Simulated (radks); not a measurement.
These are the eigenvalues of the occupied orbitals of an atom or ion with whole-number occupations (hartree). Calculated with a radial shooting solver on a logarithmic mesh with Libxc functionals: non-relativistic Kohn-Sham, SCAN, spin-polarised, spherical densities, point nucleus; meta-GGA in the generalised Kohn-Sham scheme.

1s up: -46.94195
1s down: -46.93945
2s up: -3.43953
2s down: -3.43820
2p up: -2.16770
2p down: -2.16388
3p up: -0.29836

Which element is it, and in what charge state? The configuration may be excited. Open shells, if any, are filled with parallel spins first.

Answer. Z = 12, magnesium, charge +1: Mg+ in [Ne] 3p1. The list shows which subshells hold electrons but not how many an open one holds; the 1s level, -46.942 hartree, gives Z - s = 9.7 by -(Z - s)^2/2, which with screening narrows Z to a few neighbours, and the depths of the outer levels then fix element, charge and occupations together.
